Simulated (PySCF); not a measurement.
**`C[C@@H]1CCC(=S)C1`, C6H10S**

Molfile (atoms numbered from 1):
```
C6H10S
     RDKit          3D

 17 17  0  0  0  0  0  0  0  0999 V2000
    1.9604   -0.4041   -0.5572 C   0  0  0  0  0  0  0  0  0  0  0  0
    0.7263    0.0152    0.2271 C   0  0  2  0  0  0  0  0  0  0  0  0
   -0.3332   -1.0894    0.3352 C   0  0  0  0  0  0  0  0  0  0  0  0
   -1.6198   -0.3382    0.6777 C   0  0  0  0  0  0  0  0  0  0  0  0
   -1.4586    1.0042    0.0381 C   0  0  0  0  0  0  0  0  0  0  0  0
   -2.6322    2.1068   -0.1289 S   0  0  0  0  0  0  0  0  0  0  0  0
   -0.0477    1.1680   -0.4238 C   0  0  0  0  0  0  0  0  0  0  0  0
    1.6870   -0.7104   -1.5649 H   0  0  0  0  0  0  0  0  0  0  0  0
    2.6673    0.4195   -0.6269 H   0  0  0  0  0  0  0  0  0  0  0  0
    2.4547   -1.2396   -0.0670 H   0  0  0  0  0  0  0  0  0  0  0  0
    1.0282    0.3178    1.2352 H   0  0  0  0  0  0  0  0  0  0  0  0
   -0.4397   -1.5855   -0.6312 H   0  0  0  0  0  0  0  0  0  0  0  0
   -0.0760   -1.8408    1.0795 H   0  0  0  0  0  0  0  0  0  0  0  0
   -2.5277   -0.8395    0.3413 H   0  0  0  0  0  0  0  0  0  0  0  0
   -1.7121   -0.1943    1.7588 H   0  0  0  0  0  0  0  0  0  0  0  0
    0.3463    2.1568   -0.1890 H   0  0  0  0  0  0  0  0  0  0  0  0
   -0.0303    1.0655   -1.5139 H   0  0  0  0  0  0  0  0  0  0  0  0
  1  2  1  0
  2  3  1  0
  3  4  1  0
  4  5  1  0
  5  6  2  0
  5  7  1  0
  7  2  1  0
  1  8  1  0
  1  9  1  0
  1 10  1  0
  2 11  1  1
  3 12  1  0
  3 13  1  0
  4 14  1  0
  4 15  1  0
  7 16  1  0
  7 17  1  0
M  END
```

Computed, not measured: PySCF 2.14.0, GIAO HF/pcSseg-1 magnetisability, rotational g tensor and spin-rotation constants, non-relativistic, gas phase. Geometry: GFN2-xTB.

(1) Give the nuclear spin-rotation constants along the inertial axes (H = +C I·J) beside the isotropic shieldings.

(2) How do the rotational constants and the g tensor change when H8, H9, H10, H11, H12, H13, H14, H15, H16, H17 are replaced by deuterium?

Results:

(1) Rotational constants 5.1742, 1.3026, 1.0905 GHz. A star marks the isotopologue with that one atom substituted, in its own axes.
```tsv
atom	isotope	Caa (kHz)	Cbb (kHz)	Ccc (kHz)	mean (kHz)	σ (ppm)
H8	1H	-0.564	-0.159	0.020	-0.234	31.4
H9	1H	-0.549	0.001	-0.104	-0.217	30.7
H10	1H	-0.129	-0.090	-0.117	-0.112	30.7
H11	1H	-0.524	-0.155	0.031	-0.216	30.3
H12	1H	-0.564	-0.149	0.022	-0.230	30.8
H13	1H	-0.313	-0.052	-0.099	-0.155	30.1
H14	1H	-0.487	-0.037	-0.057	-0.194	29.0
H15	1H	-0.631	-0.095	0.011	-0.238	29.4
H16	1H	-0.585	0.003	-0.069	-0.217	29.0
H17	1H	-0.614	-0.113	0.011	-0.238	30.0
C1	13C*	0.659	0.189	0.143	0.330	172.2
C2	13C*	0.805	0.178	0.187	0.390	159.8
C3	13C*	0.811	0.174	0.191	0.392	159.0
C4	13C*	0.947	0.206	0.208	0.454	144.3
C5	13C*	3.485	1.105	0.184	1.592	-108.6
S6	33S*	5.141	0.886	0.154	2.060	-251.6
C7	13C*	0.834	0.270	0.218	0.440	137.1
```
For the geometry as given, no vibrational averaging.

(2) Constants 3.9356, 1.1599, 0.9628 GHz; g -0.0409, -0.0150, -0.0057, against -0.0539, -0.0164, -0.0060 before.
